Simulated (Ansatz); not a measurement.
Consider the atomization: `C[Se][Ga]([Se]C)[Se]C` → 3 C• + Ga• + 9 H• + 3 Se•.

Isolated molecules relaxed with PBE0-D4/def2-TZVP in Ansatz; ΔE leaves out vibrations. CBS: MP2 limit from def2 TZ/QZ plus the TZ coupled-cluster correction, frozen cores. This one scheme is used for every species, atoms too. Functionals use def2-TZVPP. B3LYP here is the variant with VWN-RPA as its local correlation; programs differ in this. Open shells (•) are unrestricted, without spin–orbit coupling. Spin–orbit coupling would lower the free atoms: a little for C; clearly for Ga, Se. For Ga, Se outer-core shells are correlated without core-valence functions, so the limit isn't a true one: a few kJ/mol of doubt a bond, and 10 to 20 or more in all where bonds break to atoms. Scalar relativity is left out up to krypton. Each species was taken in one conformer, which may not be the lowest.

```json
{"level": "PBE-D4", "ΔE (eV)": "57.77", "difference from CCSD(T)/CBS": "0.70"}
{"level": "BLYP-D4", "ΔE (eV)": "56.31", "difference from CCSD(T)/CBS": "-0.76"}
{"level": "r2SCAN0-D4", "ΔE (eV)": "56.41", "difference from CCSD(T)/CBS": "-0.66"}
{"level": "CAM-B3LYP-D4", "ΔE (eV)": "56.51", "difference from CCSD(T)/CBS": "-0.56"}
{"level": "ωB97M-V", "ΔE (eV)": "56.46", "difference from CCSD(T)/CBS": "-0.61"}
{"level": "B2PLYP", "ΔE (eV)": "55.92", "difference from CCSD(T)/CBS": "-1.15"}
{"level": "BLYP", "ΔE (eV)": "55.14", "difference from CCSD(T)/CBS": "-1.93"}
{"level": "B3LYP", "ΔE (eV)": "55.66", "difference from CCSD(T)/CBS": "-1.41"}
{"level": "r2SCANh", "ΔE (eV)": "56.67", "difference from CCSD(T)/CBS": "-0.40"}
{"level": "MP2/def2-SVP", "ΔE (eV)": "53.98", "difference from CCSD(T)/CBS": "-3.09"}
{"level": "CCSD/def2-SVP", "ΔE (eV)": "52.82", "difference from CCSD(T)/CBS": "-4.25"}
{"level": "CCSD(T)/def2-SVP", "ΔE (eV)": "53.50", "difference from CCSD(T)/CBS": "-3.57"}
{"level": "SCS-MP2/def2-TZVPP", "ΔE (eV)": "55.93", "difference from CCSD(T)/CBS": "-1.14"}
{"level": "HF/def2-QZVPP", "ΔE (eV)": "41.14", "difference from CCSD(T)/CBS": "-15.93"}
{"level": "HF/CBS(def2)", "ΔE (eV)": "41.13", "difference from CCSD(T)/CBS": "-15.94"}
{"level": "CCSD/CBS(def2)", "ΔE (eV)": "56.11", "difference from CCSD(T)/CBS": "-0.96"}
{"level": "CCSD(T)/CBS", "ΔE (eV)": "57.07", "difference from CCSD(T)/CBS": "0"}
```

Largest T1 diagnostic among the species: 0.013.

From r2SCAN to r2SCAN0 (25 % exact exchange), in def2-TZVPP and without D4, ΔE moves by −0.73 eV: exact exchange takes away binding that semilocal exchange gives to molecules. In def2-TZVPP, CCSD(T) changes the Hartree–Fock value by +14.51 eV (the triples alone add +0.95 eV) and MP2 by +15.21 eV; breaking electron pairs costs correlation energy, which Hartree–Fock lacks.

For atomizations the MP2-based limit and the directly extrapolated one differ by several kJ/mol either way, and by 10 to 25 for some Ge, Se and Sn compounds, so smaller differences from it don't rank the levels.
